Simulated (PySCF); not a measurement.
InF2, SMILES [F][In][F], multiplicity 2.

Geometry: PBE0-D3(BJ)/def2-TZVP. The multiplicity is an assumed one; other spin states were not compared. The isomer is the one that the SMILES or the coordinates give; other isomers of the formula were not compared. The def2 effective core potentials stand for the cores of In; spin–orbit coupling is left out.

Calculation: IEF-PCM-B3LYP/def2-SVP run with PySCF 2.14.0.

The values are the electrostatic part of the solvation free energy, E(continuum) − E(gas) at the gas-phase geometry, in a cavity of scaled van der Waals radii (PySCF's table); cavitation and dispersion terms are not included. A continuum can't describe solvent molecules that bind to the metal. The dipole moment in vacuum is 2.92 D.

Computed values in water (ε = 78.36), ethylethanoate (ε = 5.99), toluene (ε = 2.37):
```json
[
 {"solvent": "water", "ε": "78.36", "ΔG(elec) (kcal/mol)": "-10.4", "dipole (D)": "3.77"},
 {"solvent": "ethylethanoate", "ε": "5.99", "ΔG(elec) (kcal/mol)": "-8.1", "dipole (D)": "3.58"},
 {"solvent": "toluene", "ε": "2.37", "ΔG(elec) (kcal/mol)": "-4.9", "dipole (D)": "3.32"}
]
```
